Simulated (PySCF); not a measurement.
Hf⁻ (hafnium, charge -1): UHF calculation

Configuration: [Xe] 4f14 5d3 6s2, high-spin 4F determinant. All numbers are calculated (PySCF 2.14, scalar relativity through the core potential, in aug-cc-pwCVDZ-PP with ECP60MDF (6s6p5d3f, 70 functions)).

```
Total energy             : -47.906251 hartree
One-electron energy      : -82.0985 hartree
Hartree (Coulomb) energy : 39.7263 hartree
Exchange energy          : -5.5340 hartree
⟨S²⟩                     : 4.0321
⟨L²⟩                     : 12.028
Sum of ⟨r⟩               : 29.01 bohr
Sum of ⟨r²⟩              : 110.4 bohr²
```

```json
{"shell": "5s α", "electrons": "1", "mean orbital energy (hartree)": "-2.71091", "rms radius, mean of both spins (bohr)": "1.23"}
{"shell": "5s β", "electrons": "1", "mean orbital energy (hartree)": "-2.64248", "rms radius, mean of both spins (bohr)": "1.23"}
{"shell": "5p α", "electrons": "3", "mean orbital energy (hartree)": "-1.41078", "rms radius, mean of both spins (bohr)": "1.46"}
{"shell": "5p β", "electrons": "3", "mean orbital energy (hartree)": "-1.29679", "rms radius, mean of both spins (bohr)": "1.46"}
{"shell": "6s α", "electrons": "1", "mean orbital energy (hartree)": "-0.09217", "rms radius, mean of both spins (bohr)": "5.79"}
{"shell": "5d α", "electrons": "3", "mean orbital energy (hartree)": "-0.04898", "rms radius, mean of both spins (bohr)": "3.03"}
{"shell": "6s β", "electrons": "1", "mean orbital energy (hartree)": "0.00121", "rms radius, mean of both spins (bohr)": "5.79"}
```

Energies and moments cover only the electrons outside the core potential. Spin-orbit coupling, absent here, splits the open shell strongly. ⟨S²⟩ = 4.03 against 3.75 shows spin contamination. The configuration of this anion was assumed by filling the next shell in order. It is not the known or likely ground configuration (Ca⁻, Sr⁻ and Ba⁻, for instance, bind a p electron), so these values are not the electron affinity of the element. At UHF the highest occupied level has a positive energy, so only the finite basis holds that electron.
